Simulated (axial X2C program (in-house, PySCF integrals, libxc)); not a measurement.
## Excited states of CdBr⁺ by EOM-EE-CCSD

Calculated with an in-house all-electron X2C program for linear molecules (integrals from PySCF): two-component X2C with atomic mean-field Coulomb and Gaunt terms, Gaussian nuclei, basis Cd dyall-acv3z, Br dyall-acv3z with contracted cores.

R = 2.377 Å (near the PBE0 minimum at charge 1 of the determinant lowest at the starting distance; the state shown can have its own minimum elsewhere).

Hartree–Fock spinors of CdBr⁺ (one of each Kramers pair; a window near the gap, which can cut inner shells):

```csv
ω,occupied,ε (eV),character
3/2,yes,-28.56,99% Cd d
5/2,yes,-28.52,100% Cd d
1/2,yes,-28.40,"91% Cd d, 6% Br s"
1/2,yes,-17.51,"72% Br p, 18% Cd s, 4% Cd p"
1/2,yes,-16.27,"89% Br p, 4% Cd p, 4% Cd d"
3/2,yes,-15.94,"90% Br p, 4% Cd d, 4% Cd p"
1/2,no,-7.29,"50% Cd s, 30% Cd p, 13% Br p"
1/2,no,-3.95,"80% Cd p, 8% Cd d, 6% Br d"
3/2,no,-3.85,"80% Cd p, 8% Cd d, 6% Br d"
1/2,no,-2.53,"60% Cd p, 21% Cd s, 12% Cd d"
1/2,no,-2.28,"69% Cd s, 13% Cd d, 12% Cd p"
1/2,no,-1.61,96% Cd p
```

Vertical excitation energies from the closed-shell determinant state of CdBr⁺:

```
 Ω  excitation (eV)   cm⁻¹  hole of the leading pair     particle of the leading pair  weight of the pair (for Ω = 0 its time-reversed partner can hold as much again)  singles weight
 2            1.948  15714                 90% Br pπ  52% Cd sσ, 19% Cd pσ, 17% Br pσ                                                                             0.93            0.93
 1            2.022  16309                 90% Br pπ  52% Cd sσ, 19% Cd pσ, 17% Br pσ                                                                             0.82            0.93
0⁻            2.226  17952                 87% Br pπ  52% Cd sσ, 19% Cd pσ, 17% Br pσ                                                                             0.46            0.93
0⁺            2.258  18212                 90% Br pπ  52% Cd sσ, 19% Cd pσ, 17% Br pσ                                                                             0.46            0.93
 1            2.374  19150                 86% Br pπ  52% Cd sσ, 20% Cd pσ, 17% Br pσ                                                                             0.82            0.92
0⁻            3.261  26299      68% Br pσ, 18% Cd sσ  52% Cd sσ, 19% Cd pσ, 18% Br pσ                                                                             0.47            0.95
 1            3.267  26350      67% Br pσ, 18% Cd sσ  52% Cd sσ, 19% Cd pσ, 18% Br pσ                                                                             0.95            0.95
0⁺            4.632  37362      69% Br pσ, 19% Cd sσ  51% Cd sσ, 28% Cd pσ, 13% Br pσ                                                                             0.41            0.91
 1            5.916  47717                 90% Br pπ   77% Cd pπ, 11% Br dπ, 9% Br pπ                                                                             0.83            0.92
```

This point took 69 s on 1 thread of Arm Neoverse V2, on a shared host.

Reference electrons by ω block (each with its −ω partner): 1/2: 26, 3/2: 12, 5/2: 3. 18 electrons of CdBr⁺ correlated (inner shells frozen), 84 natural virtual spinors (a truncated set); levels can be off by some tenths of an eV. Roots sought by Ω: (0: 5, 1: 4, 2: 3, 3: 1); rows need 60 % singles weight and stop where some Ω has no more roots. Missing are any skipped roots, higher Ω and states of a further excitation; these come out far too high here and may in truth be low or lowest. T1 of the reference 0.024 (Lee–Taylor). Number of frozen shells: Cd 4 s, 3 p, 1 d; Br 3 s, 2 p, 1 d.
